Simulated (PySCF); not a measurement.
Ionising BiS

r²SCAN; basis Bi def2-SVPD with ECP60, S def2-SVPD; scalar-relativistic core potentials; PySCF 2.14. Neutral (UKS): doublet (π ↑), Re = 2.340 Å, ωe = 432 cm⁻¹, De = 3.10 eV, HOMO -4.71 eV, LUMO -4.46 eV.

BiS⁻ (UKS): triplet (π ↑↑), Re = 2.449 Å, ωe = 364 cm⁻¹, De = 2.86 eV to Bi + S⁻. The energies at the minima are -612.78189 hartree for BiS and -612.85297 for BiS⁻.

Task: Work out the adiabatic electron affinity, without and with harmonic zero-point energies (1 hartree = 27.2114 eV, 1 eV = 8065.5 cm⁻¹), and the change of the bond length.

Result: At r²SCAN: 0.07108 hartree = 1.934 eV between the minima; the zero-point term (432.0 − 364.0)/2 cm⁻¹ = +0.004 eV makes it 1.938 eV. Re changes by +10.9 pm against the neutral. The electron enters a π orbital; in so polar a molecule the change of length follows mostly from the change of the ionic charges.

Spin–orbit coupling is left out, which matters for elements this heavy, above all for dissociation energies. For an ion De counts to the pair picked by the measured ionisation energies or electron affinities, which need not be the lowest pair at this level. The highest Kohn–Sham level is positive in this anion. Much of that is self-interaction error, but it also means that the finite basis helps to hold the extra electron. States were picked by a PBE0 search and need not be the measured ground states.
